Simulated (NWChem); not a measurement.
System: silacyclobutane (C3H8Si); SMILES C1[SiH2]CC1

```xyz
12

C     -0.1962    -1.3215     0.0000
C      0.1612    -0.3999    -1.1982
Si    -0.0571     1.0553     0.0000
C      0.1612    -0.3999     1.1982
H      0.3114    -2.3011     0.0000
H     -1.2797    -1.5256     0.0000
H      1.2198    -0.5119    -1.4850
H     -0.4546    -0.5061    -2.1023
H     -1.4408     1.6263     0.0000
H      0.9211     2.1893     0.0000
H      1.2198    -0.5119     1.4850
H     -0.4546    -0.5061     2.1023
```
Atoms are numbered in this order, from 1.

All runs: NWChem. Pople sets run with spherical d functions. Medium grid unless said otherwise, to which SCAN and Minnesota functionals are sensitive. Coordinates come from a PBE0/def2-SVP optimisation.

For level TPSSh/6-31G*:

```yaml
highest occupied level (eV): -7.06
orbital gap (eV): 7.60
```

### Question
How do the values read with level MN15/6-31G* instead?

### Answer
The highest occupied level (eV) comes out as -8.35 and the orbital gap (eV) is 9.74.
